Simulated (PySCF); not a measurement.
Highest harmonic wavenumber (cm⁻¹) of eight silicon and germanium compounds: PBE-D3(BJ) beside PBE0-D3(BJ), computed with PySCF for isolated molecules in the bases named; differences from unrounded values. The eight are the first of their class met in an unordered collection, after screening for sound electronic states; none was chosen by its value. Each level has its own optimised geometry.

```
molecule                                               basis  PBE0-D3(BJ)  PBE-D3(BJ)  difference
--------------------------------------------------  --------  -----------  ----------  ----------
C4H5ClSi, SMILES C#C[SiH2]C(=C)Cl                   def2-SVP         3473        3389         -84
CH5FN2Si2, SMILES F[Si@@H]1C=N[SiH2]N1              def2-SVP         3672        3558        -115
Si(CCH)(OH)3 (C2H4O3Si), SMILES O[Si](O)(O)C#C      def2-SVP         3943        3772        -172
C₂H₈N₂OSi, SMILES C/C=N\[Si@H](N)O                  def2-SVP         3932        3742        -190
CH9NSi2, SMILES C[Si@@H](N)[SiH3]                   def2-SVP         3692        3554        -137
C₃H₆OSi, SMILES C1=CO[C@@H]1[SiH3]                  def2-SVP         3316        3224         -93
C₂H₉FSi₂, SMILES [SiH2](F)[C@@H]([SiH3])C           def2-SVP         3142        3051         -91
Si(AsH2)(F)2(H) (AsF2H3Si), SMILES F[SiH](F)[AsH2]  def2-SVP         2281        2191         -90
```

PBE-D3(BJ) lies below PBE0-D3(BJ) in 8 and above it in 0 of the eight; the mean signed difference is -122 and the largest -190 cm⁻¹.
